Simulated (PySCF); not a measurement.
B(Me)(vinyl)(OH) (C₃H₇BO), SMILES C=CB(C)O.

Geometry optimised at B3LYP-D3(BJ)/def2-SVP. The values are those of a single conformer.

The numbers are results of TDA-CAM-B3LYP/def2-SVPD in PySCF, not measurements.

Vertical excitations. The molecule is in vacuum. State labels are in the subgroup Cs.

Computed UV-visible absorptions:
```
state  symmetry  energy (eV)  λ (nm)      f                                             main pairs
-----  --------  -----------  ------  -----  -----------------------------------------------------
S1           A"         6.12     203  0.000                                       HOMO−1→LUMO 95 %
S2           A'         6.81     182  0.462                                         HOMO→LUMO 92 %
S3           A"         7.24     171  0.018                                       HOMO→LUMO+1 79 %
S4           A"         7.24     171  0.005                                       HOMO−2→LUMO 82 %
S5           A'         7.80     159  0.018                                     HOMO−1→LUMO+1 91 %
S6           A"         8.11     153  0.039                                       HOMO→LUMO+2 74 %
S7           A"         8.38     148  0.000   HOMO→LUMO+3 55 %, HOMO→LUMO+4 20 %, HOMO−4→LUMO 11 %
S8           A"         8.44     147  0.000                     HOMO−4→LUMO 62 %, HOMO→LUMO+3 13 %
S9           A'         8.67     143  0.067                                       HOMO−3→LUMO 80 %
S10          A"         8.82     141  0.030  HOMO→LUMO+4 46 %, HOMO−3→LUMO+1 29 %, HOMO→LUMO+3 7 %
T1           A'         3.82     325      0                                         HOMO→LUMO 92 %
T2           A"         5.58     222      0                                       HOMO−1→LUMO 91 %
T3           A"         6.79     183      0                                       HOMO−2→LUMO 83 %
T4           A"         7.14     174      0                     HOMO→LUMO+1 81 %, HOMO→LUMO+2 13 %
```
Triplets are in the Tamm–Dancoff approximation.
